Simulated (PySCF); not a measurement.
## UHF on Se⁺ (selenium, charge +1)

Configuration: [Ar] 3d10 4s1 4p4, high-spin 4P determinant (an excited configuration). Calculation: PySCF 2.14, in aug-cc-pVQZ-DK (8s7p5d3f2g, 93 functions); scalar relativity by spin-free X2C-1e.

```json
{"Total energy": "-2427.357664 hartree", "One-electron energy": "-3364.3096 hartree", "Hartree (Coulomb) energy": "1023.6367 hartree", "Exchange energy": "-86.6848 hartree", "⟨S²⟩": "3.7638", "⟨L²⟩": "2.017", "Sum of ⟨r⟩": "22.59 bohr", "Sum of ⟨r²⟩": "32.30 bohr²", "Traceless quadrupole moment −½Σ⟨3z² − r²⟩ along its main axis": "-2.09 e·bohr²", "Langevin diamagnetic susceptibility": "-25.6 ×10⁻⁶ cm³/mol"}
```

```tsv
shell	electrons	mean orbital energy (eV)	spread (eV)	rms radius, mean of both spins (bohr)
1s α	1	-12749.1	0	0.0508
1s β	1	-12748.6	0	0.0508
2s α	1	-1708.6	0	0.212
2s β	1	-1708.1	0	0.212
2p α	3	-1499.6	0.161	0.189
2p β	3	-1499.2	0.083	0.189
3s α	1	-263.27	0	0.613
3s β	1	-262.03	0	0.613
3p α	3	-195.54	0.500	0.635
3p β	3	-194.61	0.092	0.635
3d α	5	-82.994	0.478	0.694
3d β	5	-82.478	0.263	0.694
4s α	1	-38.029	0	1.87
4p α	3	-22.424	1.615	2.26
4p β	1	-16.844	0	2.26
```

Densities and radii are taken from the X2C orbitals without a picture-change correction, which distorts them close to the nucleus.

Spin-orbit constants ζ (cm⁻¹) from the X2C one-electron operator on these orbitals: bare nucleus, nucleus screened by l(l+1)(2l+1)/3 electrons, and screened by the Breit-Pauli mean field of the electrons.

```csv
shell,bare,screened nucleus,mean field
2p,231700,218100,n/a
3p,32510,30600,n/a
3d,3883,2741,n/a
4p,2404,2263,n/a
```

To first order the Landé constant is A = -754.3 cm⁻¹, so the lowest level has J = 5/2 and lies 0.140 eV below the centre of the term. This holds in LS coupling only.
